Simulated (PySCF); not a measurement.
Related systems: redox-flow and redox-shuttle molecule

All values: TDA B3LYP/6-31G*, gas phase, PySCF SCF with an in-house response code, fitting set def2-universal-JFIT up to Ne and JKFIT beyond, grid level 1 (kernel 0), vertical, one conformer each, geometries GFN2-xTB; core orbitals frozen in the response, virtual orbitals above 1.5 Eh left out. The lowest 8 singlets were sought, and the brightest is taken among them. The runs took 6 to 10 CPU minutes each on shared server CPUs.

Some members have dark charge-transfer states, which this functional places too low.

| system | formula | HOMO-LUMO gap / eV | S1 / eV | T1 (TDA) / eV | HOMO / eV | f(S1) |
| --- | --- | --- | --- | --- | --- | --- |
| O=Cc1cc(C=O)c2c3c1c(=O)c(=O)c1c(C=O)cc(C=O)c(c1-3)c(=O)c2=O | C20H6O8 | 3.08 | 2.13 | 1.76 | -7.44 | 0.000 |
| O=c1c(=O)c2ccc(F)c3c2-c2c1cccc2c(=O)c3=O | C16H5FO4 | 3.39 | 2.19 | 1.74 | -7.02 | 0.000 |
| Cc1cc(C)c2c3c1c(=O)c(=O)c1c(C)cc(C)c(c1-3)c(=O)c2=O | C20H14O4 | 3.43 | 2.27 | 1.85 | -6.51 | 0.000 |
